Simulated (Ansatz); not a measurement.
One change: `CC(F)[SiH3]` becomes `BC(F)[SiH3]`.

Ansatz, PBE0-D4/def2-TZVP geometries, multiplicity 1. 

| property | `CC(F)[SiH3]` |
| --- | --- |
| zero-point energy (PBE0-D4/def2-TZVP) / kJ/mol | 216.0 |
| size of the dipole moment (PBE/def2-TZVPP) / D | 1.58 |
| LUMO energy (PBE/def2-TZVPP) / eV | -0.27 |
| HOMO–LUMO gap (ωB97M-V/def2-TZVPP) / eV | 12.73 |
| size of the dipole moment (B3LYP/def2-TZVPP) / D | 1.70 |
| ideal-gas entropy at 298 K and 1 bar (rigid rotor, harmonic PBE0-D4/def2-TZVP) / J/(mol·K) | 318 |

Give the same properties after the change, and the shifts. (Best estimate.)

The calculation gave: 
| property | `BC(F)[SiH3]` | shift |
| --- | --- | --- |
| zero-point energy (PBE0-D4/def2-TZVP) / kJ/mol | 169.5 | -46.5 |
| size of the dipole moment (PBE/def2-TZVPP) / D | 1.46 | -0.12 |
| LUMO energy (PBE/def2-TZVPP) / eV | -2.51 | -2.24 |
| HOMO–LUMO gap (ωB97M-V/def2-TZVPP) / eV | 11.05 | -1.68 |
| size of the dipole moment (B3LYP/def2-TZVPP) / D | 1.57 | -0.13 |
| ideal-gas entropy at 298 K and 1 bar (rigid rotor, harmonic PBE0-D4/def2-TZVP) / J/(mol·K) | 323 | 5 |

With PBE0 the HOMO falls by 0.08 eV and the LUMO falls by 2.10 eV, so the gap narrows by about 2.02 eV. PBE moves the HOMO by -0.11 eV and ωB97M-V by -0.05 eV. The zero-point energy changes by -46.5 kJ/mol with -3 modes. Dipoles are sizes alone; their direction can turn.

B3LYP here is the variant with VWN-RPA as its local correlation; programs differ in this.
